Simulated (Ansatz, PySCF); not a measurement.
Species: CH2Cl3Si (charge -1, singlet). It need not be the lowest isomer of its formula. Whether it binds its extra electron was not tested at this geometry. 
Structure (B3LYP-D3(BJ)/def2-TZVP (Ansatz, a program for electronic structure) minimum search):
```xyz
7

C     -2.1750    -0.2996     0.0744
Si    -0.4748    -0.0479     0.0122
Cl     0.4916    -1.2249    -1.4568
Cl     0.4886     1.8544    -0.4277
Cl     0.5000    -0.4660     1.8431
H     -2.7300     0.0505     0.9385
H     -2.7345    -0.3615    -0.8531
```
Charge -1, spin multiplicity 1.

Total electronic energies in hartree. Cores are frozen in the correlated levels unless marked. Spin-orbit coupling is left out. Non-relativistic. CBS marks a two-point X^-3 extrapolation of the correlation energy; Hartree-Fock from the larger set. [CCSD(T)-MP2]/basis is that difference in the basis named.

```
level                                                                             program  energy (Eh)
-------------------------------------------------------------------------  --------------  -----------
HF/def2-TZVPD                                                                       PySCF  -1706.68811
HF/aug-cc-pV(Q+d)Z                                                                 Ansatz  -1706.73557
BLYP-D3(BJ)/def2-TZVPD                                                     Ansatz + dftd3  -1709.64311
revPBE-D4/def2-TZVPD                                                       Ansatz + dftd4  -1709.35617
r2SCAN/def2-TZVPD                                                                  Ansatz          ___
PBE0-D4/def2-TZVPD                                                         Ansatz + dftd4  -1709.04437
PBE0/def2-TZVPD                                                                    Ansatz  -1709.03517
LC-wPBE-D4/def2-TZVPD                                                      Ansatz + dftd4  -1709.17331
MP2/STO-3G                                                                         Ansatz  -1688.03272
MP2/6-31G                                                                          Ansatz  -1706.67497
SCS-MP2/STO-3G                                                                     Ansatz  -1688.03940
SCS-MP2/6-31G*                                                                     Ansatz  -1707.12501
CCSD(T)/cc-pV(D+d)Z                                                                Ansatz  -1707.36021
CCSD(T) with core electrons (1s frozen past Ne)/cc-pwCVTZ                          Ansatz  -1708.82301
RI-MP2/CBS(aug-cc-pV(T+d)Z,aug-cc-pV(Q+d)Z)+[CCSD(T)-MP2]/aug-cc-pV(T+d)Z          Ansatz   -1707.8475
```

Question: Complete the blanks.

Answer: 
- r2SCAN/def2-TZVPD, energy (Eh): -1709.52112
